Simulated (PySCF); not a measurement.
C₄H₈O₂. Atoms are numbered in the order given.

```xyz
14

C      2.3790    -0.3167     0.4434
O      1.0777    -0.8400     0.3311
C      0.1970     0.0118    -0.3165
C     -0.4637     1.1368     0.4583
C     -1.2384    -0.0986     0.0402
O     -2.1505    -0.0272    -1.0079
H      2.8359    -0.1335    -0.5491
H      2.9901    -1.0563     0.9805
H      2.3928     0.6368     1.0063
H      0.4169     0.2085    -1.3766
H     -0.2102     1.2399     1.5170
H     -0.6697     2.0675    -0.0778
H     -1.4642    -0.8230     0.8359
H     -2.9518     0.3980    -0.6746
```
Charge 0, spin multiplicity 1.

Geometry optimised at B3LYP-D3(BJ)/def2-SVP. One conformer was computed; it need not be the lowest.

Vertical ionisation energy (IE) and electron affinity (EA) in eV. Rows of orbital energies are one-electron estimates. Where ΔSCF, EOM or ADC give a negative EA the extra electron is unbound and the value depends on the basis.

```csv
level,IE,EA
"−ε(HOMO), −ε(LUMO), PBE0/def2-TZVP (PySCF)",7.10,-1.21
"−ε(HOMO), −ε(LUMO), PBE/def2-TZVP (PySCF)",[?],[?]
```

Q: Complete the blanks. (An estimate is asked for; the answer gives what the named calculation found.)

A: 
- −ε(HOMO), −ε(LUMO), PBE/def2-TZVP (PySCF), IE: 5.63
- −ε(HOMO), −ε(LUMO), PBE/def2-TZVP (PySCF), EA: -0.29
